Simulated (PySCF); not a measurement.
GeH₄S, closed shell: a relaxation.

The script, run.py:

```python
import json, numpy as np
from pyscf import gto, scf, dft, mp, cc
EV, BOHR = 27.211386245988, 0.529177210903
mol = gto.M(atom="""
Ge -1.075153 0.675501 -0.346633
S 1.247898 0.900482 0.293985
H 0.239769 -0.476197 -0.852723
H -0.265292 -0.736684 -1.213587
H -1.383957 -0.366547 0.817168
H 1.236635 0.003546 1.301691
""", basis="def2-tzvp", charge=0, spin=0, max_memory=7225, verbose=0)
def mean_field(mol, dm=None):
    mf = dft.RKS(mol, xc="pbe0").density_fit()
    mf.conv_tol = 1e-9; mf.grids.level = 4
    mf.kernel(dm0=dm)
    if not mf.converged: mf = mf.newton().run(mf.mo_coeff, mf.mo_occ)
    assert mf.converged
    return mf
def d4(mol):
    from pyscf.dispersion.dftd4 import DFTD4Dispersion
    real = gto.M(atom=[(mol.atom_pure_symbol(i), mol.atom_coord(i)) for i in range(6)], unit='B', charge=mol.charge, spin=None, basis='def2-svp', verbose=0)
    r = DFTD4Dispersion(real, xc="pbe0", atm=True).get_dispersion(grad=True); return r["energy"], r["gradient"]
def energy_and_gradient(mol, dm=None):
    mf = mean_field(mol, dm); e, g = d4(mol)
    return mf, (mf.e_tot + e) * EV, (mf.nuc_grad_method().kernel()[:6] + g) * EV / BOHR
out = {}
# rational-function steps on a BFGS-updated Hessian; the first Hessian (eV/A^2) comes from GFN2-xTB
H = np.load("h0.npy"); x = mol.atom_coords(unit="A").ravel(); dm = old = None; trust = 0.2; steps = []
for it in range(90):
    mol.set_geom_(x.reshape(-1, 3), unit="A"); mf, e, g = energy_and_gradient(mol, dm); g = g.ravel(); dm = mf.make_rdm1()
    print(f"relax step {it + 1}: E = {e:.6f} eV, largest force component {abs(g).max():.4f} eV/A", flush=True); steps.append([e, x.reshape(-1, 3).tolist(), (-g).reshape(-1, 3).tolist()])
    if abs(g).max() < 0.008: out['converged'] = True; break
    if old is not None:
        s, z = x - old[0], g - old[1]
        if s @ z > 1e-8: H = H + np.outer(z, z) / (s @ z) - np.outer(H @ s, H @ s) / (s @ H @ s)
        trust = max(0.03, trust / 2) if e > old[2] + 1e-4 else min(0.35, trust * 1.3)
    w, V = np.linalg.eigh(H); w = np.maximum(abs(w), 0.08); f = V.T @ g; M = np.diag(np.append(w, 0.0)); M[-1, :-1] = M[:-1, -1] = f
    dx = V @ (-f / (w - np.linalg.eigvalsh(M)[0])); big = np.linalg.norm(dx.reshape(-1, 3), axis=1).max(); dx *= min(1, trust / big)
    old = (x, g, e); x = x + dx
out.update(energy=e, forces=steps[-1][2], positions=steps[-1][1], steps=steps)
out['s2'] = mf.spin_square()[0]; out['nelec'] = mol.nelec
print(f"Total energy {out['energy']:.6f} eV, <S^2> {out['s2']:.4f}")
json.dump(out, open("out.json", "w"), default=float)
```

Command:

```bash
OMP_NUM_THREADS=4 python run.py
```

It printed (PySCF 2.14):

```
relax step 1: E = -67406.482349 eV, largest force component 3.9523 eV/A
relax step 2: E = -67407.079045 eV, largest force component 1.6750 eV/A
relax step 3: E = -67407.297190 eV, largest force component 0.5821 eV/A
relax step 4: E = -67407.372796 eV, largest force component 0.7870 eV/A
relax step 5: E = -67407.410024 eV, largest force component 0.3747 eV/A
relax step 6: E = -67407.434214 eV, largest force component 0.3399 eV/A
relax step 7: E = -67407.441851 eV, largest force component 0.2703 eV/A
relax step 8: E = -67407.444552 eV, largest force component 0.2656 eV/A
relax step 9: E = -67407.447763 eV, largest force component 0.2437 eV/A
relax step 10: E = -67407.450766 eV, largest force component 0.1140 eV/A
relax step 11: E = -67407.451854 eV, largest force component 0.1361 eV/A
relax step 12: E = -67407.452418 eV, largest force component 0.0223 eV/A
relax step 13: E = -67407.452522 eV, largest force component 0.0156 eV/A
relax step 14: E = -67407.452588 eV, largest force component 0.0129 eV/A
relax step 15: E = -67407.452630 eV, largest force component 0.0135 eV/A
relax step 16: E = -67407.452702 eV, largest force component 0.0132 eV/A
relax step 17: E = -67407.452847 eV, largest force component 0.0152 eV/A
relax step 18: E = -67407.453060 eV, largest force component 0.0276 eV/A
relax step 19: E = -67407.453268 eV, largest force component 0.0265 eV/A
relax step 20: E = -67407.453371 eV, largest force component 0.0112 eV/A
relax step 21: E = -67407.453420 eV, largest force component 0.0083 eV/A
relax step 22: E = -67407.453467 eV, largest force component 0.0074 eV/A
Total energy -67407.453467 eV, <S^2> 0.0000
```

Time: 87 s of wall clock on 4 CPU threads of an Intel Xeon Platinum 8488C; the host was shared. Peak host memory: 1.1 GiB.
